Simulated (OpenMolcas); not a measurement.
Ni4+ (d6) among equal point charges was computed by CASSCF with the d shell active (OpenMolcas, ANO-RCC-VTZP on the metal). Its lowest spin-free states, and all those of the highest spin:

```
2S+1  Degeneracy  E (cm-1)
   5           2       0.0
   5           2      3203
   5           1      5059
   3           1     30228
   3           2     30323
   3           2     30542
   3           2     30704
   3           2     31300
   3           2     32163
   3           1     33674
   3           2     34378
   3           2     35337
```

Task: Is the site octahedral, tetrahedral or cube-like, axial, or of lower symmetry?

Result: The states with 2S+1 = 5 have orbital degeneracies 2, 2, 1. There are pairs but no triples, so the site is axial: not cubic, but with a proper or improper axis of order three or more. The run had Ni4+ among 2 point charges of -0.75 e arranged as a linear pair (D∞h), 1.72 Å from the ion.

Without dynamic correlation the repulsion within the d shell is too large (B by tens of per cent), so at a given field states of lower spin stand too high. Point charges give a weaker field than real ligands, and real ions of this kind are often low spin; the high spin found here belongs to the model. Point charges carry no covalency, so the field is a model and not that of real ligands. No measured value stands beside these numbers.
